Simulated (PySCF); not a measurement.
## Structure from NMR data

The spectra below were simulated for a compound C$_{3}$H$_{13}$PSi$_{3}$.

$^{1}$H NMR (300 MHz, computed): δ 5.28 (m, 1H), 4.46 (m, 2H), 4.41 (m, 2H), 1.41 (m, 2H), 0.03 (m, 2H), -0.15 (m, 1H), -0.17 (m, 2H), -0.21 (m, 1H).

$^{13}$C{$^{1}$H} NMR (computed): δ -3.9 (CH2, 2C), -7.2 (CH2).

[PySCF: B3LYP/pcSseg-1 with gauge-including orbitals; coordinates at the PBE0-D3(BJ)/def2-SVP level; in vacuum; one averaged value for each set of equivalent atoms; no relativistic terms; single conformer]

Chemical shifts δ = σref − σ; $^{1}$H (31.38 ppm) and $^{13}$C (179.24 ppm) against TMS, all at this level.

Q: What is the structure?

A: 
2 carbon signals for 3 carbons: some carbons are equivalent by symmetry or fast rotation. Carbon types of the structure: 3 × CH2, leaving 7 H on heteroatoms. δC -3.9, -7.2: sp3 CH2 bonded to 2 Si; an electropositive neighbour leaves it electron-rich and shielded. δH 5.28: hydrogen on a silicon bonded to 2 C, P, in a 6-membered ring. δH 4.46, 4.41: hydrogen on a silicon bonded to 2 C, in a 6-membered ring. δH 1.41: hydrogen on a phosphorus bonded to Si. δH 0.03, -0.15, -0.17, -0.21: hydrogen on an sp3 CH2 bonded to 2 Si; an electropositive neighbour shields it, as in TMS itself.

Structure: SMILES P[SiH]1C[SiH2]C[SiH2]C1.

This is the structure that produced the data.

Splittings by $^{31}$P in the carbon and heteronuclear signals aren't shown, as no couplings were computed. Shifts are as computed. Against solution values, carbons near 30 ppm lie about +2 ppm off and those near 130 ppm about +6 ppm. Of 1309 compounds with measured shifts, 239 miss one by over three times the rms of a fit or turn the order of signals round; such compounds aren't used in these exercises. No couplings were computed; multiplicities are counted from neighbouring protons, with m where these are inequivalent, close in shift, in a saturated or five-membered ring or joined by F or P, and br s for small geminal =CH2 splittings.
